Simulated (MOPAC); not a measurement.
A run for MOPAC: PM7 on BH5OSi (SMILES BO[SiH3]), a point of a bond scan (R = 2.215 Å).

```
PM7 1SCF PRECISE CHARGE=0 THREADS=1
BH5OSi

B     -0.35530603 1     0.16770934 1     1.74610802 1
H     -1.12197553 1     0.72282709 1     2.47443685 1
H      0.51570290 1    -0.54223566 1     2.16560005 1
O     -0.48933143 1     0.35730853 1     0.41765439 1
Si     0.33065961 1    -0.20123129 1    -0.91475675 1
H      1.12863387 1     1.55295283 1    -2.00748944 1
H     -0.62978211 1    -0.93425439 1    -1.76420217 1
H      1.43535929 1    -1.09433874 1    -0.49777027 1
```

The log:

```
*******************************************************************************
 **                                                                           **
 **                              MOPAC v23.2.5                                **
 **                                                                           **
 *******************************************************************************
 ** MOPAC's Digital Object Identifier: https://doi.org/10.5281/zenodo.6511958 **
 **                                                                           **
 ** Please cite the open-source release paper for use of this MOPAC version:  **
 ** J. E. Moussa and J. J. P. Stewart (2026)                                  **
 ** MOPAC: An open-source semiempirical molecular orbital program             **
 ** J. Open Source Softw., 11(119), 8025, https://doi.org/10.21105/joss.08025 **
 *******************************************************************************

                              PM7 CALCULATION RESULTS

 *******************************************************************************
 *  PM7        - The PM7 Hamiltonian to be used
 *
 *
 *
 *                 CHARGE ON SYSTEM = 0
 *
 *
 *
 *  PRECISE    - TIGHTER CRITERIA TO BE USED
 *  1SCF       - DO 1 SCF AND THEN STOP
 *  THREADS=1  - MULTI-THREADING NOT USED
 *  T=         - A TIME OF 172800.0 SECONDS REQUESTED
 *  DUMP=N     - RESTART FILE WRITTEN EVERY 7200.0 SECONDS REQUESTED
 *******************************************************************************
PM7 1SCF PRECISE CHARGE=0 THREADS=1
 BH5OSi

   ATOM   CHEMICAL          X               Y               Z
  NUMBER   SYMBOL      (ANGSTROMS)     (ANGSTROMS)     (ANGSTROMS)

     1       B         -0.35530603  *   0.16770934  *   1.74610802  *
     2       H         -1.12197553  *   0.72282709  *   2.47443685  *
     3       H          0.51570290  *  -0.54223566  *   2.16560005  *
     4       O         -0.48933143  *   0.35730853  *   0.41765439  *
     5      Si          0.33065961  *  -0.20123129  *  -0.91475675  *
     6       H          1.12863387  *   1.55295283  *  -2.00748944  *
     7       H         -0.62978211  *  -0.93425439  *  -1.76420217  *
     8       H          1.43535929  *  -1.09433874  *  -0.49777027  *



          CARTESIAN COORDINATES

    NO.       ATOM           X           Y           Z

     1         B         -0.3553      0.1677      1.7461
     2         H         -1.1220      0.7228      2.4744
     3         H          0.5157     -0.5422      2.1656
     4         O         -0.4893      0.3573      0.4177
     5        Si          0.3307     -0.2012     -0.9148
     6         H          1.1286      1.5530     -2.0075
     7         H         -0.6298     -0.9343     -1.7642
     8         H          1.4354     -1.0943     -0.4978

 General Reference for PM7:
 "Optimization of Parameters for Semiempirical Methods VI: More Modifications to the
 NDDO Approximations and Re-optimization of Parameters", J. J. P. Stewart, J. Mol. Mod., 1:32, 19 (2013)
 https://link.springer.com/article/10.1007/s00894-012-1667-x

           Empirical Formula: H5 O B Si  =     8 atoms



      MOLECULAR POINT GROUP   :   C1


      RHF CALCULATION, NO. OF DOUBLY OCCUPIED LEVELS = 9


 -------------------------------------------------------------------------------
 PM7 1SCF PRECISE CHARGE=0 THREADS=1
 BH5OSi



     1SCF WAS SPECIFIED, SO BFGS WAS NOT USED
     SCF FIELD WAS ACHIEVED


                              PM7 CALCULATION
                                                       MOPAC v23.2.5 Linux




          FINAL HEAT OF FORMATION =        -23.90134 KCAL/MOL =    -100.00322 KJ/MOL


          COSMO AREA              =        112.78 SQUARE ANGSTROMS
          COSMO VOLUME            =         99.07 CUBIC ANGSTROMS

          IONIZATION POTENTIAL    =          9.902861 EV
          HOMO LUMO ENERGIES (EV) =         -9.903 -0.123
          NO. OF FILLED LEVELS    =          9
          MOLECULAR WEIGHT        =         59.9344         POINT GROUP:  C1

          MOLECULAR DIMENSIONS (Angstroms)

            Atom       Atom       Distance
            H     6    H     2     5.08350
            H     3    H     7     2.92169
            H     2    H     8     2.58819


          SCF CALCULATIONS        =          1





   ATOM   CHEMICAL          X               Y               Z
  NUMBER   SYMBOL      (ANGSTROMS)     (ANGSTROMS)     (ANGSTROMS)

     1       B         -0.35530603  *   0.16770934  *   1.74610802  *
     2       H         -1.12197553  *   0.72282709  *   2.47443685  *
     3       H          0.51570290  *  -0.54223566  *   2.16560005  *
     4       O         -0.48933143  *   0.35730853  *   0.41765439  *
     5      Si          0.33065961  *  -0.20123129  *  -0.91475675  *
     6       H          1.12863387  *   1.55295283  *  -2.00748944  *
     7       H         -0.62978211  *  -0.93425439  *  -1.76420217  *
     8       H          1.43535929  *  -1.09433874  *  -0.49777027  *

                             CARTESIAN COORDINATES

   1    B       -0.355306030     0.167709340     1.746108020
   2    H       -1.121975530     0.722827090     2.474436850
   3    H        0.515702900    -0.542235660     2.165600050
   4    O       -0.489331430     0.357308530     0.417654390
   5   Si        0.330659610    -0.201231290    -0.914756750
   6    H        1.128633870     1.552952830    -2.007489440
   7    H       -0.629782110    -0.934254390    -1.764202170
   8    H        1.435359290    -1.094338740    -0.497770270


           Empirical Formula: H5 O B Si  =     8 atoms



      MOLECULAR POINT GROUP   :   C1


                  EIGENVALUES
 -29.16512 -17.83007 -16.42770 -14.57723 -13.75455 -13.48398 -12.11783 -10.35464
  -9.90286  -0.12279   0.46874   1.21125   2.67121   3.91968   4.38929   6.11264
   7.12855  21.87081  21.97566  22.62717  22.96698  23.96317


              NET ATOMIC CHARGES AND DIPOLE CONTRIBUTIONS

  ATOM NO.   TYPE          CHARGE      No. of ELECS.   s-Pop       p-Pop       d-Pop
    1          B           0.189569        2.8104     0.79831     2.01212
    2          H           0.049344        0.9507     0.95066
    3          H           0.021270        0.9787     0.97873
    4          O          -0.621570        6.6216     1.68191     4.93966
    5         Si           0.179575        3.8204     0.93706     2.70260     0.18077
    6          H           0.110763        0.8892     0.88924
    7          H           0.039661        0.9603     0.96034
    8          H           0.031389        0.9686     0.96861
 DIPOLE           X         Y         Z       TOTAL
 POINT-CHG.     1.906    -0.488    -1.117     2.263
 HYBRID        -0.618     0.380     0.133     0.737
 SUM            1.289    -0.109    -0.985     1.625


          ATOMIC ORBITAL ELECTRON POPULATIONS

     Atom    s        px        py        pz      x^2-y^2     xz        z^2       yz        xy
    1  B   0.79831   0.76922   0.55069   0.69221
    2  H   0.95066
    3  H   0.97873
    4  O   1.68191   1.74916   1.74514   1.44536
    5 Si   0.93706   0.94262   1.01118   0.74879   0.01121   0.05044   0.03592   0.04320   0.04000
    6  H   0.88924
    7  H   0.96034
    8  H   0.96861

 **********************
 *                    *
 * JOB ENDED NORMALLY *
 *                    *
 **********************




 == MOPAC DONE ==
```

The run finished.

Cost: very roughly 0.020 core-seconds.
